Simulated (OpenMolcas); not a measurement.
## V2+, Nb2+, Ta2+: d3 down the group

* Program: OpenMolcas 26.06
* Method: CASSCF
* Basis: ANO-R3
* Scalar Hamiltonian: X2C, finite nucleus
* Spin-orbit coupling: RASSI with atomic mean-field integrals over the reference wave functions, term energies averaged over their components

Active space for each ion: 3 electrons in 6 orbitals (d s).

Computed levels in cm-1 above 4F 3/2:

```csv
Level,V2+,Nb2+,Ta2+
4F 5/2,162,522,2618
4F 7/2,386,1204,5198
4F 9/2,667,2007,7453
4P 1/2,15348,11382,15317
2G 7/2,15514,11919,13605
4P 5/2,15608,12314,17050
2P 1/2,20502,13696,9800
2H 9/2,20620,16280,21133
2H 11/2,20809,16669,21153
weight of 4F in the lowest level (%),100,99,89
```

Mixed levels, with the weight of the term that names them: Ta2+ 2H 9/2 (61 %).

Measured, with the error of the calculation in %. Measured levels: V2+ from Sugar and Corliss, J. Phys. Chem. Ref. Data 7, 1191 (1978); Nb2+ from the list in Shadmi, J. Res. Natl. Bur. Stand. 70A, 435 (1966).

```json
{"Level": "4F 5/2", "V2+": "146 (+11.5)", "Nb2+": "516 (+1.2)"}
{"Level": "4F 7/2", "V2+": "342 (+13.0)", "Nb2+": "1177 (+2.3)"}
{"Level": "4F 9/2", "V2+": "584 (+14.2)", "Nb2+": "1939 (+3.5)"}
{"Level": "4P 1/2", "V2+": "11514 (+33.3)", "Nb2+": "8664 (+31.4)"}
{"Level": "2G 7/2", "V2+": "11966 (+29.7)", "Nb2+": "9236 (+29.0)"}
{"Level": "4P 5/2", "V2+": "11770 (+32.6)", "Nb2+": "9594 (+28.4)"}
{"Level": "2P 1/2", "V2+": "15580 (+31.6)", "Nb2+": ""}
{"Level": "2H 9/2", "V2+": "16811 (+22.7)", "Nb2+": "12916 (+26.0)"}
{"Level": "2H 11/2", "V2+": "16978 (+22.6)", "Nb2+": "13264 (+25.7)"}
```

The fine-structure level 4F 9/2 changes by a factor of 11.2 from V2+ to Ta2+.

Without spin-orbit coupling 4P lies 15129, 10855, 10292 cm-1 above 4F in that order; the difference to the level 4P 1/2, of either sign, comes from spin-orbit coupling, which also lowers the zero.

Without dynamic correlation excited terms often stand tens of per cent too high (terms of higher spin than the ground term too low), and those without a measured partner can miss by more than the paired ones. Terms from blocks run as CI alone lack orbitals of their own. Configurations are named by rounded mean occupations; where the s occupation lies near a half they are strongly mixed, a name can repeat and a true partner stay unpaired (holds for Ta2+). Computed and measured levels are paired by configuration, term and J; levels that our copy of the source lacks, or whose pairing is in doubt (as where it misses far off the trend of its configuration), stay unpaired and out of the deviations. Levels of configurations outside the active space are missing.
